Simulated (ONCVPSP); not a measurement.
**Plane-wave convergence, ONCV potential for Cl (Z = 17)**

chlorine, optimised norm-conserving Vanderbilt (ONCV), made with ONCVPSP 4.0.1 (BLYP, scalar-relativistic). Core [He], reference 2s2 2p6 3s2 3p4 (charge +1). Waves: 2s+3s: rc 0.60 bohr, ncon 4, nbas 8, qcut 21.5 1/bohr, 2 projectors; 2p+3p: rc 0.75 bohr, ncon 4, nbas 9, qcut 23.3 1/bohr, 2 projectors; d scattering state at 0.32 Ha: rc 0.60 bohr, ncon 4, nbas 8, qcut 14.9 1/bohr, local. Local part: the d channel. Core correction: polynomial model core, fcfact 0.55.

For each optimised wave give the share of its norm inside rc, the residual kinetic energy above qcut (Ha) and the cutoffs (Ha) for errors of 10, 1, 0.1 and 0.01 mHa per electron.

```json
{"wave": "2s", "norm inside rc": "0.816", "residual KE": "1.0e-06", "10 mHa": "121.5", "1 mHa": "158.6", "0.1 mHa": "187.5", "0.01 mHa": "209.1"}
{"wave": "3s", "norm inside rc": "0.048", "residual KE": "6.1e-07", "10 mHa": "89.5", "1 mHa": "139.6", "0.1 mHa": "176.4", "0.01 mHa": "203.8"}
{"wave": "2p", "norm inside rc": "0.938", "residual KE": "1.4e-08", "10 mHa": "151.0", "1 mHa": "181.0", "0.1 mHa": "206.2", "0.01 mHa": "227.2"}
{"wave": "3p", "norm inside rc": "0.050", "residual KE": "1.1e-08", "10 mHa": "127.1", "1 mHa": "164.5", "0.1 mHa": "195.3", "0.01 mHa": "220.7"}
{"wave": "d projector 1", "norm inside rc": "0.028", "residual KE": "2.7e-04", "10 mHa": "53.3", "1 mHa": "90.6", "0.1 mHa": "181.1", "0.01 mHa": "591.7"}
```

The occupied waves need 181 Ha and 206 Ha for 1 and 0.1 mHa.
